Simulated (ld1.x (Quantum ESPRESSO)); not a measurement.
Nd, PAW: configuration errors across variants

Nd, PAW, made with ld1.x (Quantum ESPRESSO) 7.5 (PBE, fully relativistic). Core [Kr] 4d10, reference 4f4 5s2 5p6 5d0 6s1.5 6p0.5. Waves: 5s (bound): rcut 1.90, rcutus 2.15 bohr; 6s (bound): rcut 1.90, rcutus 2.15 bohr; 5p (bound): rcut 2.25, rcutus 2.40 bohr; 6p (bound): rcut 2.25, rcutus 2.40 bohr; 5d (bound, empty): rcut 2.70, rcutus 3.05 bohr; 5d channel at 2.9 Ry: rcut 2.70, rcutus 3.05 bohr; 4f (bound): rcut 1.45, rcutus 1.60 bohr; 4f channel at 5.15 Ry: rcut 1.45, rcutus 1.60 bohr. Local part: all-electron potential smoothed inside 1.35 bohr (lloc = -1). Core correction: Bessel-smoothed model core, default radius (core density twice the valence density). Augmentation charge: PSQ, inside the norm-conserving radii.

Open shells are filled in proportion to 2j + 1 (rel_dist='average').

All-electron excitation energies from the reference (eV): (1) 4f4 5s2 5p6 5d0 6s2 6p0 -1.145; (2) 4f4 5s2 5p6 5d0 6s1 6p0 4.654; (3) 4f4 5s2 5p6 5d0 6s0 6p0 15.440; (4) 4f4 5s2 5p6 5d0.5 6s1.5 6p0 -0.320; (5) 4f4 5s2 5p6 5d0 6s1 6p1 1.174; (6) 4f4 5s1 5p6 5d0 6s2 6p0 44.521; (7) 4f4 5s2 5p6 5d0 6s0 6p2 3.602.

3 further variants failed, have other tests or another functional or relativity, and are left out.

Errors AE − PS in meV (a dash: test not solved or not reliable):

```csv
change,(1),(2),(3),(4),(5),(6),(7),bound ghosts
base,+0.1,-0.1,-0.3,+0.3,0.0,-8.4,0.0,not determined
"waves 5s (bound): rcut 1.90, rcutus 2.36 bohr; 6s (bound): rcut 1.90, rcutus 2.36 bohr",+0.1,-0.4,-2.3,-0.9,0.0,-4.0,-0.2,not determined
"wave 4f channel at 5.15 Ry: rcut 1.45, rcutus 1.60 bohr becomes 4f channel at 0.51 Ry: rcut 1.45, rcutus 1.60 bohr",+0.1,0.0,-0.3,+0.2,0.0,-14,0.0,not determined
"waves 4f (bound): rcut 1.45, rcutus 1.90 bohr; 4f channel at 5.15 Ry: rcut 1.45, rcutus 1.90 bohr",+0.1,0.0,-0.4,+0.3,0.0,-16,0.0,not determined
local potential all-electron potential smoothed inside 1.48 bohr (lloc = -1),+0.1,+0.1,+0.1,+0.1,0.0,–,–,not determined
```

Give the same row for: augmentation BESSEL, radius 1.40 bohr.

+0.1, -0.1, -0.5, +0.3, 0.0, -9.5, -0.1; bound ghosts: not determined.
